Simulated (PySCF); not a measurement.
Molecule: `Oc1ccncc1`, C5H5NO.

Bonds (- single, = double, # triple, : aromatic): O1-C2 1.341 Å, C2:C3 1.398 Å, C3:C4 1.390 Å, C4:N5 1.333 Å, N5:C6 1.329 Å, C6:C7 1.393 Å, C7:C2 1.398 Å. O1 carries H8; C3 carries H9; C4 carries H10; C6 carries H11; C7 carries H12.

Spin–spin couplings on one PBE0-D3(BJ)/def2-SVP geometry, PySCF 2.14, gas phase, non-relativistic, equivalent pairs averaged (spin–dipole term only in couplings to heteroatoms); isotopes ¹³C, ¹H, ¹⁷O, ¹⁵N; basis pcJ-1.

Task: How do the couplings (Hz) change with the functional? Times are CPU seconds on shared hosts with different chips, so compare them loosely.

Result: 
```
functional  functions  ¹J(C4,H10)  ¹J(C3,H9)  ¹J(O1,H8)  ¹J(C2,C3)  ¹J(C3,C4)  ¹J(O1,C2)  ¹J(C4,N5)  core-s
       LDA        239       146.6      131.2      -64.8       50.2       43.0       26.6        6.1      23
       PBE        239       172.2      153.8      -66.3       60.6       53.4       26.5        4.2      32
       KT2        239       186.3      164.2      -65.9       49.6       42.1       30.8        8.9      31
     B3LYP        239       186.4      168.4      -78.1       67.7       61.4       22.1        0.5      31
      PBE0        239       177.6      159.6      -75.1       65.8       59.4       21.9        0.8      33
     B97-2        239       170.1      152.6      -74.7       64.2       58.3       21.1        0.7      46
 BHandHLYP        239       199.7      181.3      -91.0       78.2       72.9       16.2       -5.9      30
 CAM-B3LYP        239       184.1      166.4      -79.9       67.0       61.1       20.4       -0.4      37
``` Left out for a near triplet instability: HF/pcJ-1.
